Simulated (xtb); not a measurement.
H10PSi3 (SMILES [SiH3][PH+]([SiH3])[SiH3]), charge +1, singlet, geometry from GFN2-xTB. Base run: GFN2-xTB in xtb.

xtb was given this input:
```
$ xtb mol.xyz --gfn 2 --chrg 1 --json

# file mol.xyz
14

Si     0.04855822     2.11290942    -0.85500834
P      0.01950077     0.08838821     0.25094838
Si     1.93130246    -1.20017790     0.16561152
Si    -2.00194028    -1.01280841     0.40526237
H      1.33519795     2.68962615    -0.47445846
H     -0.05592548     1.70799273    -2.25325371
H     -1.12206275     2.80668367    -0.32473858
H      0.12031585     0.54533767     1.54830160
H      3.00016157    -0.24023002     0.42810434
H      1.89511433    -1.72527509    -1.19561141
H      1.71912968    -2.19299625     1.21544799
H     -1.75914735    -2.02730016     1.42737797
H     -2.93537617     0.04252360     0.78975421
H     -2.18080473    -1.53110888    -0.94726734
```

The base run was repeated with changes; each row names its change, and settings that it needs were set with it.

```
change        ΔE vs base (kJ/mol)  HOMO-LUMO gap (eV)  SCF cycles
------------  -------------------  ------------------  ----------
base                         0.00                4.37          12
gbsa = water               -152.7                4.35          12
etemp = 5000                -2.34                4.37          12
etemp = 3000                -0.04                4.37          12
acc = 1000                   1.08                4.40           5
```

ALPB and GBSA are two models with their own fitted parameters for each solvent, which aren't always the measured dielectric constant.
